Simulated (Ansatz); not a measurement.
The molecule CoBr, multiplicity 3 (lowest of 2S+1 = 1, 3, 5 at PBE0/def2-TZVPP; our sources give no spin for the ground state, which may be another). No spin–orbit coupling. Co is treated without relativity. Br is treated without relativity.

The constants come from a fifth-degree fit in 1/R (seven points, main isotopes). In def2 and cc sets the state is the lowest found near the PBE0 minimum, followed along R.

The values were computed with Ansatz (Gaussian orbitals). Values without a source in brackets are computed.

Energies at CAM-B3LYP/def2-TZVPP:

| R (Å) | E (hartree) |
|---|---|
| 2.075253 | -3957.16154532 |
| 2.131040 | -3957.16578006 |
| 2.182363 | -3957.16782645 |
| 2.240381 | -3957.16844004 |
| 2.298399 | -3957.16762800 |
| 2.365343 | -3957.16533341 |
| 2.443444 | -3957.16130184 |

Task: With a reduced mass of 33.7385 u, find the minimum, the force constant and the constants.

Result: A fifth-degree polynomial in 1/R puts the minimum at r_e = 2.2340 Å with force constant 189 N/m. Then ω_e = (1/2πc)√(k/μ) = 308 cm⁻¹ and B_e = h/(8π²cμr_e²) = 0.1001 cm⁻¹; the cubic and quartic terms give α_e = 0.00043 and ω_e x_e = 0.90 cm⁻¹.

Ansatz is an electronic-structure program.
